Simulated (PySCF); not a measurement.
# NMR data sheet: CH8F2O2Si3

| Quantity | Value |
| --- | --- |
| Formula | CH8F2O2Si3 |
| SMILES | FC(F)[SiH2]O[SiH2]O[SiH3] |
| InChI | InChI=1S/CH8F2O2Si3/c2-1(3)7-5-8-4-6/h1H,7-8H2,6H3 |
| Point group of the computed structure | C1 |
| Degrees of unsaturation | 0 |
| Carbon signals | 1 |
| Proton signals | 4 |

Mapped SMILES: `[F:1][CH:2]([F:3])[SiH2:4][O:5][SiH2:6][O:7][SiH3:8]` (H(Xn): hydrogen on atom n).

Method: coordinates at the GFN2-xTB level, NMR shieldings at PBE0/pcSseg-1/GIAO, in PySCF (equivalent nuclei averaged, a single conformation, non-relativistic, no solvent).

Shifts are taken against calculated references (same method and geometry level): $^{1}$H (σ = 31.72 ppm), $^{13}$C (σ = 186.93 ppm), $^{29}$Si (σ = 349.16 ppm) vs TMS; $^{19}$F (σ = 170.95 ppm) against CFCl3; $^{17}$O (σ = 336.08 ppm) against H2O.

```tsv
carbon	δC, type	δH (multiplicity)	HMBC from (2–3 bonds)	span of the C tensor (ppm)
C2	126.4, CH	6.58 (m)	H(Si4)	34
```

Other nuclei:
| atoms | nucleus | environment | δ (ppm) | σ (ppm) |
| --- | --- | --- | --- | --- |
| H(Si8) | $^{1}$H | hydrogen on a silicon bonded to O | 5.30 | 26.42 |
| H(Si4) | $^{1}$H | hydrogen on a silicon bonded to C, O | 5.07 | 26.65 |
| H(Si6) | $^{1}$H | hydrogen on a silicon bonded to 2 O | 4.98 | 26.74 |
| F1/F3 | $^{19}$F | fluorine of a CF2 group | -160.4 | 331.3 |
| Si4 | $^{29}$Si | silicon bonded to C, O, 2 H | -39.1 | 388.2 |
| Si8 | $^{29}$Si | silicon bonded to O, 3 H | -43.0 | 392.1 |
| Si6 | $^{29}$Si | silicon bonded to 2 O, 2 H | -48.3 | 397.4 |
| O5 | $^{17}$O | oxygen bonded to 2 Si | 53.4 | 282.7 |
| O7 | $^{17}$O | oxygen bonded to 2 Si | 40.8 | 295.3 |

- δC 126.4: sp3 CH bonded to 2 F and Si; 2 electronegative neighbours deshield it.
- δH 6.58: hydrogen on an sp3 CH bonded to 2 F and Si; its carbon carries F, an electronegative neighbour.
- δH 5.30: hydrogen on a silicon bonded to O.
- δH 5.07: hydrogen on a silicon bonded to C, O.
- δH 4.98: hydrogen on a silicon bonded to 2 O.

Splittings by $^{19}$F in the carbon and heteronuclear signals aren't shown, as no couplings were computed. Shifts are as computed. Against solution values, carbons near 30 ppm lie about +3 ppm off and those near 130 ppm about +5 ppm. Of 1211 compounds with measured shifts, 218 miss one by over three times the rms of a fit or turn the order of signals round; such compounds aren't used in these exercises. Unscaled 19F shifts against computed CFCl3 carry errors that often reach 10 to 50 ppm. Experimental scales use liquid or dissolved standards, which lie at an offset from isolated H2O (liquid H2O: subtract about 36 ppm). No couplings were computed; multiplicities are counted from neighbouring protons, with m where these are inequivalent, close in shift, in a saturated or five-membered ring or joined by F or P, and br s for small geminal =CH2 splittings.
